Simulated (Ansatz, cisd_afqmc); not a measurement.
Species: GaCl, charge 0, singlet. GaCl (SMILES [Cl][Ga]).
B3LYP-D3(BJ)/def2-TZVP minimum from Ansatz (a quantum-chemistry and plane-wave program):
```
Ga
Cl 1 2.2389
```
Charge 0, spin multiplicity 1.

Total energies in def2-SVP, 10 correlated electrons, 19 frozen orbitals. Radicals and triplets start from unrestricted determinants; spin-orbit coupling is neglected. Correlated methods leave the cores frozen (noble-gas shells, and filled d and f shells in the p block). No relativity. The Monte Carlo rows (phaseless AFQMC, CISD trial, step 0.005/hartree) carry one-sigma bars that omit the constraint's bias. Outlying blocks are dropped, and bars are widened where a walk drifts. Over all cases where full CI ran beside it in this data, AFQMC minus full CI had a median of +0.1 mEh and passed +0.4 mEh in a tenth of the cases.

```csv
method,program,energy (Eh),minus CCSDTQ (mEh)
HF,Ansatz,-2382.42593,203.37
MP2,Ansatz,-2382.60115,28.16
CCSD,Ansatz,-2382.62372,5.58
CCSD(T),Ansatz,-2382.62835,0.95
CCSDT(Q),Ansatz,-2382.62932,-0.02
CCSDTQ,Ansatz,-2382.62930,0.00
AFQMC/CISD,cisd_afqmc,-2382.6291 ± 0.0003,0.2 ± 0.3
```

Rough core times of Ansatz's runs on a shared machine: CCSD(T) under 20 s, CCSDT(Q) under 20 s, CCSDTQ 70 s.
